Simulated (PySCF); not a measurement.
Magnetic susceptibility: `O=C(Br)C1CC1`, C$_{4}$H$_{5}$BrO

Molfile (atoms numbered from 1):
```
C4H5BrO
     RDKit          3D

 11 11  0  0  0  0  0  0  0  0999 V2000
    2.2907   -1.3810    0.6898 O   0  0  0  0  0  0  0  0  0  0  0  0
    1.6954   -0.5880    0.0486 C   0  0  0  0  0  0  0  0  0  0  0  0
    2.5283    0.1357   -1.6065 Br  0  0  0  0  0  0  0  0  0  0  0  0
    0.3546   -0.0484    0.3428 C   0  0  0  0  0  0  0  0  0  0  0  0
   -0.0222    1.3843    0.0398 C   0  0  0  0  0  0  0  0  0  0  0  0
   -0.6360    0.2906   -0.7480 C   0  0  0  0  0  0  0  0  0  0  0  0
   -0.0349   -0.4924    1.2630 H   0  0  0  0  0  0  0  0  0  0  0  0
    0.7384    1.9984   -0.4481 H   0  0  0  0  0  0  0  0  0  0  0  0
   -0.6144    1.8918    0.8049 H   0  0  0  0  0  0  0  0  0  0  0  0
   -1.6728    0.0063   -0.5536 H   0  0  0  0  0  0  0  0  0  0  0  0
   -0.2972    0.1528   -1.7775 H   0  0  0  0  0  0  0  0  0  0  0  0
  1  2  2  0
  2  3  1  0
  2  4  1  0
  4  5  1  0
  5  6  1  0
  6  4  1  0
  4  7  1  0
  5  8  1  0
  5  9  1  0
  6 10  1  0
  6 11  1  0
M  END
```

Computed, not measured: PySCF, GIAO B3LYP/pcSseg-1 magnetisability, rotational g tensor and spin-rotation constants, non-relativistic, gas phase. Geometry: PBE0-D3(BJ)/def2-SVP.

The calculation is non-relativistic, which matters for the atoms heavier than Zn.

Q: What are the magnetisability and the molar susceptibility?

A: Isotropic -1210 × 10⁻³⁰ J/T², or -72.9 × 10⁻⁶ cm³/mol; principal values -1363, -1193, -1075 × 10⁻³⁰ J/T², anisotropy 250 × 10⁻³⁰ J/T² (root of half the summed squared differences of the principal values). The susceptibility is in cgs units.

Q: Split it along the inertial axes a, b, c into diamagnetic and paramagnetic parts about the centre of mass, with the quadrupole moment.

A: 
```tsv
axis	χ (10⁻⁶ cm³/mol)	diamagnetic (10⁻⁶ cm³/mol)	paramagnetic (10⁻⁶ cm³/mol)	summed x² of all electrons (Å²)	quadrupole Θ (D Å)
a	-80.5	-412.7	332.2	148.0	+7.62
b	-66.3	-724.9	658.6	74.4	-7.95
c	-71.9	-943.7	871.8	22.8	+0.33
```
Anisotropies 2χaa − χbb − χcc = -22.8 and 2χbb − χaa − χcc = +19.7 × 10⁻⁶ cm³/mol. Θ is traceless in Buckingham's convention.

Q: And the rotational g tensor?

A: 
| axis | rotational constant (GHz) | g | nuclear part | electronic part |
| --- | --- | --- | --- | --- |
| a | 3.5836 | -0.0139 | 0.5454 | -0.5593 |
| b | 1.7954 | -0.0112 | 0.5443 | -0.5555 |
| c | 1.3184 | -0.0078 | 0.5322 | -0.5400 |

Asymmetric top; isotopes 79Br, 12C, 1H, 16O; no vibrational averaging.
